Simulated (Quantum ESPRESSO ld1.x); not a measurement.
Values are calculated unless marked as measured or tabulated.
The aim is the sulfur ion S3+ in [Ne] 3s2 3p1. What will ld1.x (Quantum ESPRESSO 7.5) do with this input?

```
 &input
    zed=16.0,
    iswitch=1,
    rel=1,
    lsd=1,
    dft='SLA-VWN',
    config='[Ne] 3s2 3p1',
    isic=1,
    latt=1,
    prefix='ld1',
    max_out_wfc=37,
    file_charge='ld1.rho',
 /
```

Answer. Refused. The program stops in ld1_readin with "isic and latter correction not allowed": the two corrections exclude each other.

Output (excerpt):

```
     Program LD1 v.7.5 starts

 %%%%%%%%%%%%%%%%%%%%%%%%%%%%%%%%%%%%%%%%%%%%%%%%%%%%%%%%%%%%%%%%%%%%%%%%%%%%%%
     Error in routine ld1_readin (1):
     isic and latter correction not allowed
 %%%%%%%%%%%%%%%%%%%%%%%%%%%%%%%%%%%%%%%%%%%%%%%%%%%%%%%%%%%%%%%%%%%%%%%%%%%%%%

     stopping ...
```

Run on one thread of a shared host, so times are rough (Intel(R) Xeon(R) Processor @ 2.60GHz): 0.47 s of CPU time, 0.51 s wall.
